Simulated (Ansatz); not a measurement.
# BrF (bromine fluoride): entropy by statistical mechanics

A linear singlet with charge 0, relaxed at B3LYP-D4/def2-TZVP (Ansatz 0.2.0):

```xyz
2

F     0.0000    0.0000    0.0127
Br    0.0000    0.0000    1.7872
```

Harmonic wavenumbers in cm⁻¹: 668.

Masses in u: F 18.998, Br 79.904. Take T = 298.15 K, p = 1 bar, R = 8.3145 J/(mol K), kT/hc = 207.22 cm⁻¹, rigid rotor and harmonic oscillator.

Problem. Compute the standard molar entropy.

Solution. 
1. Translation (Sackur–Tetrode): S = R[3/2 ln M + 5/2 ln T − 1.1517] with M = 98.902 gives 166.2 J/(mol K).
2. Rotation: the moment of inertia is 48.331 u Å², so B = 16.8576/I = 0.3488 cm⁻¹; σ = 1; q = kT/(σhcB) = 594.1; S = R(ln q + 1) = 61.4.
3. Vibration: with u = ν̃/207.22, each mode gives R[u/(eᵘ − 1) − ln(1 − e⁻ᵘ)]; the sum is 1.4.
4. Spin: R ln 1 = 0.0.
5. Sum: 166.2 + 61.4 + 1.4 + 0.0 = 229.0 J/(mol K).

No measured value is set beside it here.
